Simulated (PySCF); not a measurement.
Worked example: refractive index and permittivity of the vapour

CaCl, SMILES [Cl][Ca], multiplicity 2.

The structure is a stationary point at B3LYP-D3(BJ)/def2-TZVPD. The spin state was assumed, not searched.

M06-2X/def2-TZVPD (PySCF) gives a mean static polarisability of 109.9 bohr³ and a dipole moment of 4.54 D. Take an ideal gas at 298.15 K and 0.1 bar, whether or not the substance is that volatile.

### Question
Work out n − 1 in the optical limit and the static ε − 1.

### Answer

Polarisability volume α' = 109.9 × 0.148185 = 16.29 Å³. Number density N = p/kT = 2.43e-6 Å⁻³.
Dilute limit of Lorentz–Lorenz: n − 1 = 2π N α' = 0.00025.
Orientation term of Debye: μ²/(3kT) = 8.098 Å³ × μ²(D²) = 166.91 Å³.
ε − 1 = 4π N (α' + μ²/3kT) = 0.0056. Orientation of the dipole supplies 91 % of the static response; it can't follow optical fields. Vibrational polarisation and dispersion are left out.
